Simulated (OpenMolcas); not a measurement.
## Sr I: CASPT2 settings compared

- Program: OpenMolcas
- Basis: ANO-RCC-VTZP [7s6p3d1f]
- Scalar Hamiltonian: DKH2, point nucleus
- Active space: 2 electrons in 9 orbitals (4d 5s 5p)
- State averaging: 2S+1 = 3 even, 18 roots (5 in the spin-orbit step); 2S+1 = 1 even, 6 roots; 2S+1 = 3 odd, 3 roots; 2S+1 = 1 odd, 3 roots
- Spin-orbit coupling: RASSI with atomic mean-field integrals over the reference wave functions, term energies averaged over their components

Methods on the same reference wave functions:
A. CASSCF
B. SS-CASPT2, IPEA 0.15 Eh, no level shift (closed shells correlated: none)
C. SS-CASPT2, IPEA 0 Eh, imaginary shift 0.25 Eh (closed shells correlated: 4s 4p)
D. SS-CASPT2, IPEA 0.1 Eh, no level shift (closed shells correlated: 3d 4s 4p)

Energies in eV above 5s2 1S0, the measured ground level; measured values from NIST Handbook of Basic Atomic Spectroscopic Data.

```csv
Level,A,B,C,D,Measured
5s2 1S0,0.0000,0.0000,0.0000,0.0000,0.0000
5s 5p 3P* 0,1.4873,1.547,1.656,1.662,1.7751
5s 5p 3P* 1,1.5048,1.565,1.673,1.680,1.7983
5s 5p 3P* 2,1.5411,1.601,1.710,1.716,1.8472
4d 5s 3D1,2.6388,2.668,2.511,2.545,2.2514
4d 5s 3D2,2.6467,2.676,2.520,2.554,2.2588
4d 5s 3D3,2.6618,2.691,2.534,2.568,2.2713
5s 5p 1P* 1,2.6733,2.702,2.657,2.668,2.6903
4d 5s 1D2,2.7311,2.768,2.748,2.770,2.4982
```

Deviations, from unrounded energies. A percentage is the sum of absolute deviations over the sum of measured energies, with the sign that they share, or ± where signs differ.

```tsv
Against measurement	Levels	A	B	C	D
mean absolute deviation (cm-1)	8	2300	2300	1500	1600
other configurations (%)	8	±13.2	±12.9	±8.3	±8.9
```

C lies closest to measurement on these levels and A furthest from it. The largest miss of C in the table is 4d 5s 3D3, by +2100 cm-1. The ranking rests on the paired levels alone, and a cruder setting can come out closer through cancelling errors.

Among B to D the level of the table that moves most is 4d 5s 3D1, by 1300 cm-1 (lowest in C, highest in B). Moves below CASPT2's spread within the term are not significant.

The lowest spin-free term lies below A's lowest term by 0.003 hartree in B, 0.194 hartree in C, 0.230 hartree in D.

CASPT2 breaks the degeneracy within a term, and the mean is taken; among the terms shown or strongly mixed into the levels shown the widest spread is 12 cm-1 (4d 5s 1D, D). Some high roots are left out of the spin-orbit mixing, which shifts the levels that they would mix with. A single d shell beside an s shell can misplace configurations of different d count against each other. Without dynamic correlation excited terms often stand tens of per cent too high (terms of higher spin than the ground term too low), and those without a measured partner can miss by more than the paired ones (holds for A). Measured partners are found by configuration, term and J. A level has none where our copy of the source lacks it or the pairing is in doubt (some pairs that miss far off the trend of their configuration count as doubtful), and it then counts in no deviation. Levels of configurations outside the active space are missing.

* marks odd parity.
